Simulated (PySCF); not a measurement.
## Mayer bond orders and bond lengths

Compound: 4-ethylpyridine, C₇H₉N.
Atom-mapped SMILES: `[CH3:1][CH2:2][c:3]1[cH:4][cH:5][n:6][cH:7][cH:8]1` (hydrogens: H9, H10, H11 on C1; H12, H13 on C2; H14 on C4; H15 on C5; H16 on C7; H17 on C8)

Structure used (GFN2-xTB), in Å, numbered top down from 1:
```xyz
17
C7H9N angstrom
C      2.2459   -0.0895    0.5758
C      1.3907   -0.2913   -0.6770
C     -0.0578   -0.0754   -0.3538
C     -0.6356    1.1862   -0.4414
C     -1.9681    1.3396   -0.0962
N     -2.7328    0.3449    0.3204
C     -2.1851   -0.8550    0.4106
C     -0.8634   -1.1181    0.0900
H      3.2971   -0.2466    0.3462
H      2.1208    0.9203    0.9611
H      1.9513   -0.7919    1.3525
H      1.7067    0.4146   -1.4479
H      1.5390   -1.3044   -1.0560
H     -0.0551    2.0328   -0.7766
H     -2.4517    2.3064   -0.1555
H     -2.8426   -1.6422    0.7574
H     -0.4665   -2.1183    0.1805
```

Bond orders from the PBE0/pcSseg-1 density (PySCF). One conformer (not necessarily the lowest) at the GFN2-xTB geometry, without solvent, vibrations or thermal averaging.

(1) How far do the computed orders between heavy atoms stray from the drawn ones?

(2) Give the Mayer order of every bond, beside its length.

Results:

(1) The largest departure is 0.115, at C8–C3 (drawn aromatic, 1.385) and C3–C4 (drawn aromatic, 1.386), counting aromatic bonds as 1.5. The bonds drawn aromatic range from 1.39 to 1.48.

(2) 
| bond | drawn as | length (Å) | Mayer order |
| --- | --- | --- | --- |
| C1–C2 | single | 1.530 | 1.034 |
| C2–C3 | single | 1.500 | 1.063 |
| C3–C4 | aromatic | 1.390 | 1.386 |
| C4–C5 | aromatic | 1.385 | 1.403 |
| C5–N6 | aromatic | 1.322 | 1.481 |
| N6–C7 | aromatic | 1.322 | 1.481 |
| C7–C8 | aromatic | 1.385 | 1.402 |
| C8–C3 | aromatic | 1.390 | 1.385 |
| C1–H9 | single | 1.087 | 0.968 |
| C1–H10 | single | 1.088 | 0.966 |
| C1–H11 | single | 1.088 | 0.966 |
| C2–H12 | single | 1.092 | 0.943 |
| C2–H13 | single | 1.092 | 0.943 |
| C4–H14 | single | 1.080 | 0.972 |
| C5–H15 | single | 1.083 | 0.970 |
| C7–H16 | single | 1.083 | 0.970 |
| C8–H17 | single | 1.080 | 0.972 |

Bonds between the same two heavy elements. C–C: lowest C1–C2 (1.034, 1.530 Å), highest C4–C5 and C7–C8 (1.403, 1.385 Å). C–N: all 2 within 0.02 of one another (1.481 to 1.481). Bonds named together lie within 0.004.

Task: Sum the orders of all bonds at each heavy atom with more than one neighbour and set the sums beside the valence in the SMILES.

Result: C1 3.934 (drawn 4), C2 3.983 (drawn 4), C3 3.834 (drawn 4), C4 3.761 (drawn 4), C5 3.854 (drawn 4), N6 2.962 (drawn 3), C7 3.853 (drawn 4), C8 3.759 (drawn 4). Orders between atoms that aren't bonded are not in these sums.

Mayer orders depend on the basis set.

These values come from a run that also computed NMR shieldings. On x86-64 server, one thread, no GPU, on a shared host, this took 51 s.
